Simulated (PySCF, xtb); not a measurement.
2,2-dichloroethyl(fluoro)silane (C2H5Cl2FSi), SMILES F[SiH2]CC(Cl)Cl. The values are those of a single conformer.

Harmonic wavenumbers (cm⁻¹) from GFN2-xTB run with xtb at its own minimum, in rising order: 43, 72, 117, 174, 241, 288, 380, 486, 581, 625, 672, 724, 750, 763, 805, 826, 1055, 1117, 1170, 1216, 1267, 1456, 2342, 2377, 2949, 2976, 2989.

### Question
What does ωB97X-D3(BJ)/def2-SVP run with PySCF give at its own minimum? (An estimate is asked for; the answer gives what the named calculation found.)

### Answer
83, 89, 129, 206, 274, 318, 406, 551, 677, 740, 765, 815, 859, 874, 943, 978, 1074, 1156, 1224, 1274, 1337, 1438, 2284, 2312, 3096, 3160, 3179. Paired by order, the mean absolute difference is 76 cm⁻¹ and the zero-point energies are 40.7 and 43.2 kcal/mol.
